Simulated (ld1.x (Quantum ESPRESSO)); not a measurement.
## What one change does to a pseudopotential (chlorine (Cl), PAW)

| Item | Value |
| --- | --- |
| Element | Cl (Z = 17) |
| Generator | ld1.x (Quantum ESPRESSO) 7.5 |
| Type | PAW |
| Functional | PBEsol |
| Relativity | non-relativistic |
| Frozen core | [Ne] |
| Valence charge | 7 |
| Reference configuration | 3s2 3p5 |
| Partial waves | 3s (bound): rcut 1.15, rcutus 1.50 bohr; 3s channel at -0.5 Ry: rcut 1.15, rcutus 1.50 bohr; 3p (bound): rcut 1.00, rcutus 1.35 bohr; 3p channel at 1.55 Ry: rcut 1.00, rcutus 1.35 bohr |
| Local potential | all-electron potential smoothed inside 1.25 bohr (lloc = -1) |
| Core correction | Bessel-smoothed model core inside 0.65 bohr |
| Augmentation charge | PSQ, radius 0.85 bohr |

Change: waves 3s (bound): rcut 1.15, rcutus 1.30 bohr; 3s channel at -0.5 Ry: rcut 1.15, rcutus 1.30 bohr.

Cutoffs: the cutoffs (Ry, on a coarse ladder) from which the occupation-weighted sum of valence levels, in a spherical-Bessel basis at the reference potential, stays within 10 and 1 mRy of its value at 400 Ry; they do not see the model core or the augmentation charge, which bear on the density cutoff. Errors are all-electron minus pseudo energies relative to the spin-unpolarised reference configuration.

Task: How do hardness, ghosts and transferability respond?

Result: The potential gets harder (21 Ry and 45 Ry → 25 Ry and 45 Ry); the errors of the 7 common tests hardly move; neither file shows a bound ghost. A smaller radius makes the pseudo-wave follow the all-electron one further in, where it bends more sharply, so more plane waves are needed.

```csv
quantity,base,changed
"cutoff, loose",21 Ry,25 Ry
"cutoff, tight",45 Ry,45 Ry
loose cutoff by channel (10 mRy a level),"s 8 Ry, p 15 Ry","s 18 Ry, p 15 Ry"
bound ghosts,none,none
"error for 3s2 3p4, meV [ΔE 13.85 eV]",-0.6,-0.6
"error for 3s2 3p3, meV [ΔE 39.26 eV]",-5.1,-5.7
"error for 3s2 3p2, meV [ΔE 77.52 eV]",-22,-25
"error for 3s1 3p6, meV [ΔE 11.93 eV]",-0.1,-0.2
"error for 3s1 3p5, meV [ΔE 26.33 eV]",-0.9,-1.0
"error for 3s2 3p4.5, meV [ΔE 5.57 eV]",-0.1,-0.1
"error for 3s2 3p5.3, meV [ΔE -2.13 eV]",0.0,0.0
lowest overlap eigenvalue by channel,"s 0.39, p 0.74","s 0.44, p 0.74"
```
